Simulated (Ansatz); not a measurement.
Zn (SMILES [Zn]), singlet; BHLYP/def2-SVP run with Ansatz (an electronic-structure program).

Input for Ansatz:
Ansatz 0.2 input:
```yaml
crystal:
  periodic: [false, false, false]
  atoms:
    - {symbol: Zn, position_ang: [0.00000000, 0.00000000, 0.00000000]}
basis:
  gaussian:
    orbitals: def2-SVP
hamiltonian:
  xc: {name: BHLYP}
accuracy: high
```

Output, abridged:

```
Functional definition: BHLYP
341 factors; integrals over basis functions are off by at most 4.7e-9 eV
mean field evaluation 1: about -48411.7790 eV, gradient 5.4e0 eV
mean field evaluation 2: about -48411.7748 eV, gradient 5.8e0 eV
mean field evaluation 4: about -48411.8117 eV, gradient 4.5e-2 eV
mean field evaluation 8: about -48411.8101 eV, gradient 3.2e-3 eV
mean field evaluation 16: about -48411.8101 eV, gradient 4.6e-8 eV
mean field -48411.81007717 eV, -1779.1012056325 hartree, gradient 3.7e-8 eV, S^2 0.000000; 0 other end points of the search recorded, 0 dependent functions left out
reference -48411.81009172 eV, -1779.1012061673 hartree; 15, 15 occupied and 16, 16 virtual orbitals, 341 factors
Total energy: -48411.81009172 eV, -1779.1012061673 hartree
```
